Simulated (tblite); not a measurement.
Species: C5H10OSi.
Atom-mapped SMILES: `[CH2:1]=[CH:2][CH2:3][SiH2:4][O:5][CH:6]=[CH2:7]` (hydrogens: H8, H9 on C1; H10 on C2; H11, H12 on C3; H13, H14 on Si4; H15 on C6; H16, H17 on C7)

Structure used (GFN2-xTB), in Å, numbered top down from 1:
```xyz
17
C5H10OSi angstrom
C     -3.0726    0.7766   -0.3131
C     -1.9382    0.4944    0.3020
C     -1.3511   -0.8687    0.4059
Si     0.1610   -1.0644   -0.7293
O      1.2684   -0.0956   -0.0325
C      2.5530    0.1542   -0.3562
C      3.3058    0.9911    0.3357
H     -3.6709    0.0054   -0.7719
H     -3.4539    1.7813   -0.3819
H     -1.3533    1.2860    0.7514
H     -1.0574   -1.0628    1.4385
H     -2.0927   -1.6148    0.1248
H      0.6396   -2.4512   -0.7498
H     -0.1180   -0.6243   -2.0992
H      2.9303   -0.3802   -1.2205
H      4.3275    1.1723    0.0613
H      2.9154    1.5129    1.1911
```

Level: GFN2-xTB in tblite, geometry and Hessian alike; calculated harmonic values, unscaled, isolated species. This tight-binding method is rough: wavenumbers can miss measured ones by several per cent, in bad cases by 10 to 20. Modes of hydrogen on silicon can be 10 to 20 % off. One conformer, not necessarily the lowest.

Harmonic wavenumbers (cm⁻¹): 27.7, 39.5, 74.6, 94.7, 112.9, 193.7, 277.8, 401.0, 418.8, 499.3, 603.4, 608.0, 677.9, 701.9, 757.3, 779.1, 807.8, 830.9, 838.5, 880.7, 959.5, 1005.6, 1019.5, 1022.2, 1058.4, 1180.6, 1196.7, 1224.6, 1296.0, 1315.0, 1374.8, 1414.5, 1464.1, 1697.3, 1711.1, 2215.5, 2253.5, 2972.6, 3006.1, 3021.5, 3057.6, 3091.4, 3119.3, 3127.8, 3167.1.

A = 4580, B = 999.1, C = 884.2 MHz; mass 114.050 u (most abundant isotopes); point group C1, symmetry number 1.

**Question.** Zero-point energy?

**Answer.** ½Σν̃ = 28799 cm⁻¹ = 344.51 kJ/mol.

**Question.** Give the ideal-gas entropy at 200 K and 1 bar in the rigid-rotor, harmonic-oscillator model (classical rotation).

**Answer.** Translation 159.63, rotation 115.37, vibration 93.93: S = 368.9 J/(mol K).

**Question.** And Cp and H(200 K) − H(0)?

**Answer.** Cp = 112.59 J/(mol K), of which vibrations give 79.34 (their classical limit is 45 R = 374.2); H(200 K) − H(0) = 15.61 kJ/mol without the zero-point energy, 8.96 from vibrations.

**Question.** How do the functions run with temperature in this model?

**Answer.** 
| T (K) | S (J/(mol K)) | Cp (J/(mol K)) | H − H(0) (kJ/mol) | G − H(0) (kJ/mol) | ln q(vib) |
| --- | --- | --- | --- | --- | --- |
| 100 | 303.9 | 80.3 | 6.05 | -24.34 | 2.97 |
| 300 | 421.9 | 151.8 | 28.82 | -97.76 | 8.50 |
| 500 | 516.2 | 219.1 | 66.30 | -191.80 | 13.40 |
| 800 | 634.2 | 282.1 | 142.34 | -365.00 | 20.25 |
| 1000 | 700.2 | 309.5 | 201.64 | -498.58 | 24.45 |

q(vib) and H(0) count from the zero-point level.

**Question.** What must be added to the electronic energy to get the Gibbs energy at 200 K and 1 bar?

**Answer.** ZPE + [H(200 K) − H(0)] − T·S = 344.51 + 15.61 − 73.79 = 286.33 kJ/mol.

**Question.** Blend soft modes into free rotors: weight 1/[1 + (100 cm⁻¹/ν̃)⁴] for the oscillator and the rest for a rotor with moment μB/(μ + B), μ = h/(8π²ν), B = 10⁻⁴⁴ kg m². What vibrational entropy results?

**Answer.** 81.03 J/(mol K) in place of 93.93, which changes −T·S at 200 K by +2.58 kJ/mol.

**Question.** Which modes carry the vibrational entropy at 200 K?

**Answer.** 27.7 cm⁻¹: 21.74; 39.5 cm⁻¹: 18.80; 74.6 cm⁻¹: 13.59; 94.7 cm⁻¹: 11.66; 112.9 cm⁻¹: 10.27; 193.7 cm⁻¹: 6.20 J/(mol K); the other 39 give 11.67 together.

Hindered rotation and anharmonicity are outside this model. Other conformers, if any are populated, would add a mixing term that is left out. The structure is chiral; the term R ln 2 for an equal mix with its mirror image is left out.

Time: 0.55 s wall. Hardware: Arm Neoverse V1, one thread, no GPU, on a shared host. This covers the Hessian and the dipole derivatives.
